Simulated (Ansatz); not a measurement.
Basis-set series for Br₂H₄Si₂ (`[SiH3][SiH](Br)Br`). The species carries charge 0 and has multiplicity 1. The geometry is a stationary point of PBE0-D4/def2-TZVP.

| functional | basis | functions | energy (Eh) | HOMO (eV) | LUMO (eV) |
| --- | --- | --- | --- | --- | --- |
| PBE0-D4 | def2-SVP | 120 | -5728.14787 | -8.00 | -0.72 |
| PBE0-D4 | def2-TZVPP | 236 | -5728.97964 | -8.05 | -0.93 |
| ωB97M-V | def2-SVP | 120 | -5728.64192 | -10.02 | 1.24 |
| ωB97M-V | def2-TZVPP | 236 | -5729.47248 | -10.10 | 0.91 |

Q: Give the rows for def2-QZVPP. (An estimate is asked.)

A: Computed: 
| functional | basis | functions | energy (Eh) | HOMO (eV) | LUMO (eV) |
| --- | --- | --- | --- | --- | --- |
| PBE0-D4 | def2-QZVPP | 438 | -5729.10433 | -8.05 | -0.99 |
| ωB97M-V | def2-QZVPP | 438 | -5729.59216 | -10.10 | 0.76 |

Positive LUMOs are unbound and depend on the basis. Scalar relativity is left out up to krypton.
